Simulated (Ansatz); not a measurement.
Ansatz (a quantum-chemistry and plane-wave program) input (B3LYP-D3(BJ)/def2-TZVP):

Ansatz 0.2 input:
```yaml
crystal:
  periodic: [false, false, false]
  atoms:
    - {symbol: B, position_ang: [-0.62259849, 0.24239717, -0.06092596]}
    - {symbol: O, position_ang: [0.64535452, -0.25331883, 0.08445215]}
    - {symbol: H, position_ang: [-1.49489762, -0.52120588, -0.18674953]}
    - {symbol: H, position_ang: [-0.75905200, 1.40037582, -0.05027003]}
    - {symbol: H, position_ang: [1.42519223, 0.32230415, 0.19418722]}
    - {symbol: H, position_ang: [0.83943517, -1.20929536, 0.08562354]}
basis:
  gaussian:
    orbitals: def2-TZVP
hamiltonian:
  xc: b3lyp
  dispersion: d3bj
total_charge: 1
relax: {f_tol: 0.002, max_steps: 150}
```

End of the output:

```
these checks for a lower state are left out or cut short: starts, cluster_reference, orbital_swaps, neighbouring_geometries, increment
integrals: 0.01 GiB planned
496 factors; their error is unknown
mean field: 0.19 GiB planned
mean field -2781.85936061 eV, -102.2314458905 hartree, gradient 1.7e-5 eV, S^2 0.000000; 0 other end points of the search recorded, 0 dependent functions left out
the calculation of the forces begins
reference -2781.85954799 eV, -102.2314527767 hartree; 8, 8 occupied and 78, 78 virtual orbitals, 496 factors
relax step   5: F+E_penalty+E_count = -2781.94889305 eV  Δ(F+E_penalty+E_count) = -2.090e-5 eV  max|allowed force component| = 9.804e-3 eV/Å  Δτ_max = 0.0008 Å  (21 SCF iters, accepted)
these checks for a lower state are left out or cut short: starts, cluster_reference, orbital_swaps, neighbouring_geometries, increment
integrals: 0.01 GiB planned
496 factors; their error is unknown
mean field: 0.19 GiB planned
mean field -2781.85937387 eV, -102.2314463777 hartree, gradient 1.8e-5 eV, S^2 0.000000; 0 other end points of the search recorded, 0 dependent functions left out
the calculation of the forces begins
reference -2781.85956124 eV, -102.2314532633 hartree; 8, 8 occupied and 78, 78 virtual orbitals, 496 factors
relax step   6: F+E_penalty+E_count = -2781.94890153 eV  Δ(F+E_penalty+E_count) = -8.482e-6 eV  max|allowed force component| = 1.604e-3 eV/Å  Δτ_max = 0.0007 Å  (19 SCF iters, accepted)
integrals: 0.01 GiB planned
496 factors; their error is unknown
mean field: 0.19 GiB planned
mean field -2781.85937387 eV, -102.2314463777 hartree, gradient 1.7e-5 eV, S^2 0.000000; 1 other end points of the search recorded, 0 dependent functions left out
the calculation of the forces begins
reference -2781.85956124 eV, -102.2314532633 hartree; 8, 8 occupied and 78, 78 virtual orbitals, 496 factors
Total energy: -2781.94908890 eV, -102.2347433442 hartree
Atom 0 at    -0.685071     0.266832    -0.067960 Å, force    -0.000757     0.000312    -0.000234 eV/Å
Atom 1 at     0.655601    -0.257207     0.085438 Å, force     0.000560    -0.000219     0.000076 eV/Å
Atom 2 at    -1.502583    -0.567542    -0.188793 Å, force     0.000607     0.000361     0.000137 eV/Å
Atom 3 at    -0.734195     1.439959    -0.046324 Å, force     0.000202    -0.000692     0.000072 eV/Å
Atom 4 at     1.441937     0.312746     0.196143 Å, force     0.000265     0.001604     0.000074 eV/Å
Atom 5 at     0.857745    -1.213532     0.087814 Å, force    -0.000877    -0.001367    -0.000125 eV/Å
Dipole moment:     0.439786    -0.171902     0.050319 e Å
```

It need not be the lowest isomer of its formula.
